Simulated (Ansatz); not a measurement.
Cost and result for the atomization energy of CH$_{5}$BFNSi (`BN1[SiH2]C1F`) (10 atoms, 10 bonds).

```xyz
10

B     0.0876    0.4793    1.6605
N     0.0766    0.1666    0.2988
Si    0.4412    0.3831   -1.3724
C    -0.4496   -0.9540   -0.4491
F    -1.8176   -1.0178   -0.4816
H     0.6182    1.4922    2.0136
H    -0.4256   -0.2739    2.4370
H     1.8535    0.2642   -1.7964
H    -0.3348    1.3933   -2.1195
H    -0.0495   -1.9330   -0.1909
```

The species carries charge 0 and has multiplicity 1. Geometry: relaxed with PBE0-D4/def2-TZVP. Program: Ansatz. All runs use 4 threads of an Arm Neoverse V1 on a shared host. Times are those of one run each, without the atoms' runs, and a repeat can differ threefold. Electronic energies, without spin–orbit coupling; frozen cores. CCSD(T)/CBS adds CCSD(T) − MP2 in def2-TZVPP to the MP2 limit, and its time is that of the two runs behind it. T1 = 0.014. B3LYP takes the VWN-RPA correlation (the form of Gaussian; ORCA's B3LYP/G).

CCSD(T)/CBS is a level of theory with its own doubt, some kJ/mol a heavy atom from the limit and from the frozen cores, so smaller differences don't rank the functionals.

| level | functions | wall time |
| --- | --- | --- |
| PBE-D4/def2-TZVPP (with forces) | 236 | 2.2 s |
| PBE0-D4/def2-TZVPP | 236 | 2.5 s |
| B3LYP-D4/def2-TZVPP (with forces) | 236 | 3.7 s |
| r2SCAN-D4/def2-TZVPP (with forces) | 236 | 4.2 s |
| B2PLYP/def2-TZVPP | 236 | 4.3 s |
| ωB97X-V/def2-TZVPP | 236 | 6.5 s |
| ωB97M-V/def2-TZVPP (with forces) | 236 | 9 s |
| MP2/def2-QZVPP | 448 | 17 s |
| CCSD(T)/def2-TZVPP | 236 | 92 s |
| CCSD(T)/CBS(def2) | – | 110 s |

Question: What atomization energy does each give, and how far from CCSD(T)/CBS? (Estimate.)

Answer: Ansatz gave: 
```tsv
level	atomization (kJ/mol)	difference from CCSD(T)/CBS	per bond
PBE-D4/def2-TZVPP (with forces)	3682.3	107.4	10.7
PBE0-D4/def2-TZVPP	3602.2	27.3	2.7
B3LYP-D4/def2-TZVPP (with forces)	3604.5	29.6	3.0
r2SCAN-D4/def2-TZVPP (with forces)	3604.8	29.9	3.0
B2PLYP/def2-TZVPP	3558.2	-16.7	-1.7
ωB97X-V/def2-TZVPP	3616.4	41.5	4.1
ωB97M-V/def2-TZVPP (with forces)	3612.8	37.9	3.8
MP2/def2-QZVPP	3609.5	34.6	3.5
CCSD(T)/def2-TZVPP	3472.6	-102.3	-10.2
CCSD(T)/CBS(def2)	3574.9	0.0	0.0
```

From PBE to PBE0 (25 % exact exchange), in def2-TZVPP and without D4, the atomization energy moves by −77.0 kJ/mol: exact exchange takes away binding that semilocal exchange gives to molecules. The D4 term adds +31.4 kJ/mol with B3LYP and +16.3 kJ/mol with PBE0; it sums over pairs of atoms, weighted by their polarisabilities, and B3LYP, whose exchange is more repulsive, gets the larger term. In def2-TZVPP, CCSD(T) changes the Hartree–Fock value by +909.9 kJ/mol (the triples alone add +59.1 kJ/mol) and MP2 by +985.5 kJ/mol; breaking electron pairs costs correlation energy, which Hartree–Fock lacks.
